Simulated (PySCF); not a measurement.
Si(F)3(SH) (F3HSSi), SMILES F[Si](F)(F)S. Atoms are numbered in the order given.

```xyz
6

F     -0.7432    -0.9505     1.2756
Si     0.0083    -0.3452     0.0000
F     -0.7432    -0.9505    -1.2756
F      1.5140    -0.8748     0.0000
S      0.0579     1.7485     0.0000
H     -1.2916     1.8399     0.0000
```

Geometry optimised at PBE0-D3(BJ)/def2-SVP. Other conformers were not sampled.

Computed with PBE/def2-TZVP (PySCF).

The molecule is in vacuum.

total energy: -987.61312 hartree
point group: Cs
highest occupied level: -7.29 eV
lowest empty level: -1.21 eV
orbital gap: 6.08 eV
dipole moment: 1.66 D
quadrupole, principal values (traceless, Buckingham form, about the centre of nuclear charge): -3.48, -1.62, 5.09 D·Å
mean static polarisability: 40.2 bohr³ (5.96 Å³)
polarisability, principal values: 34.5, 37.7, 48.4 bohr³
